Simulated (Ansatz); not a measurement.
## Worked example: C2H8O2Si2 → C2H5O2Si + SiH3

Species: C2H8O2Si2 `O[SiH](O)/C=C/[SiH3]`, singlet; C2H5O2Si `[H]/[C]=C\[SiH](O)O`, doublet; SiH3 (silyl radical) `[SiH3]`, doublet. 

Shapes, held fixed at every level: PBE0-D4/def2-TZVP. Flexible molecules stand in one conformer, not always the lowest. Programs: Ansatz 0.2.0. Electronic energies: no zero-point or thermal term.

At B2PLYP/def2-TZVPP; 1 Eh = 2625.50 kJ/mol:

| species | energy (Eh) |
| --- | --- |
| C2H8O2Si2 | -810.249068 |
| C2H5O2Si | -518.992683 |
| SiH3 | -291.109602 |

Question: Work out ΔE of the reaction at this level.

Answer: 
1. Products less reactants: (-518.992683) + (-291.109602) − [(-810.249068)] = 0.146783 Eh = +385.4 kJ/mol.

Other levels give +287.1 (HF/def2-TZVPP) to +404.9 kJ/mol (wB97M-V/def2-TZVPP). No measured value is set beside it here. Spin contamination: C2H5O2Si (⟨S²⟩ up to 0.92). Open shells run unrestricted unless RO is named.
